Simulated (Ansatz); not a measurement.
Consider the substitution at a C–N bond: `CC(O)N[SiH3]` + H₂S → `CC(O)S` + `N[SiH3]`.

Gas-phase electronic energies from Ansatz, PBE0-D4/def2-TZVP geometries. CBS: MP2 limit from def2 TZ/QZ plus the TZ coupled-cluster correction, frozen cores. This one scheme is used for every species. Each species was taken in one conformer, which may not be the lowest.

`CC(O)N[SiH3]`:

Cartesian coordinates in Å:
```
C 1.225 -1.329 0.786
C 0.657 -0.002 0.340
O 1.723 0.695 -0.283
N -0.483 -0.165 -0.518
Si -1.839 0.890 -0.561
H 0.473 -1.896 1.335
H 1.540 -1.907 -0.087
H 2.097 -1.174 1.423
H 0.314 0.563 1.220
H 1.371 1.515 -0.640
H -0.310 -0.780 -1.299
H -2.403 1.029 0.808
H -1.530 2.272 -1.039
H -2.835 0.291 -1.485
```

H₂S:

```xyz
3

S    -0.129    0.604   -0.050
H     0.016   -0.392   -0.937
H     0.113   -0.212    0.987
```

`CC(O)S`:

```xyz
10

C    -0.776   -0.382    0.507
C     0.132    0.197   -0.557
O     1.301   -0.573   -0.725
S     0.611    1.905   -0.222
H    -1.677    0.222    0.622
H    -1.078   -1.399    0.236
H    -0.255   -0.423    1.466
H    -0.415    0.280   -1.507
H     1.037   -1.494   -0.819
H     1.119    1.668    0.999
```

`N[SiH3]`:

Z-matrix (Å, degrees):
```
Si
N 1 1.720
H 1 1.486 2 107.9
H 1 1.494 2 116.0 3 -120.3
H 1 1.486 2 107.9 3 119.4
H 2 1.007 1 119.6 3 -168.6
H 2 1.007 1 119.6 3 49.2
```

| species | HF/def2-TZVPP energy (Eh) |
| --- | --- |
| `CC(O)N[SiH3]` | -499.33748 |
| H₂S | -398.70765 |
| `CC(O)S` | -551.68837 |
| `N[SiH3]` | -346.35049 |

Question: Work out ΔE.

Answer: ΔE = (-551.68837) + (-346.35049) − (-499.33748) − (-398.70765) = 0.00627 Eh = +16.5 kJ/mol. CCSD(T)/CBS gives +10.6 kJ/mol.

Largest T1 diagnostic among the species: 0.011.

The D4 term adds +3.1 kJ/mol with B3LYP and +2.2 kJ/mol with PBE0; it sums over pairs of atoms, weighted by their polarisabilities, and B3LYP, whose exchange is more repulsive, gets the larger term.

B3LYP here is the variant with VWN-RPA as its local correlation; programs differ in this.
